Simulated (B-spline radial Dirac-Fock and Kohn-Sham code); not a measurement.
The Cu-like isoelectronic sequence (29 electrons), Z = 57 to 64

Method: ΔSCF Dirac-Fock with Breit, self-energy and vacuum polarisation, finite nucleus, configuration average. Computed with a radial atomic solver. Binding energies in eV, tabulated ground configurations ([Ar] 3d10 4s1 throughout). The model has no electron correlation.

```csv
ion,1s,2p3/2,3p1/2,outermost level,NIST ionisation energy
La²⁸⁺,39925.5,6458.7,2117.8,1037.6 (4s),1039.09 ± 0.12
Ce²⁹⁺,41502.5,6756.9,2240.8,1102.0 (4s),1103.5 ± 0.5
Pr³⁰⁺,43114.9,7062.2,2367.5,1168.5 (4s),1169.9 ± 0.6
Nd³¹⁺,44763.1,7374.4,2497.9,1236.9 (4s),1238.42 ± 0.17
Pm³²⁺,46447.5,7693.7,2632.1,1307.3 (4s),1308.7 ± 0.6
Sm³³⁺,48168.3,8019.9,2770.1,1379.7 (4s),1381.56 ± 0.21
Eu³⁴⁺,?,?,?,?,?
Gd³⁵⁺,51721.9,8693.5,3057.6,1530.7 (4s),1532.3 ± 0.3
```

Question: Fill in the row of Eu³⁴⁺.

Answer: 1s 49926.4, 2p3/2 8353.2, 3p1/2 2911.9, outermost 1454.2 (4s), NIST 1456.06 ± 0.25 eV.

NIST's values are for the lowest levels; a dash marks a value that is missing or belongs to another shell. Their kind here: semi-empirical.
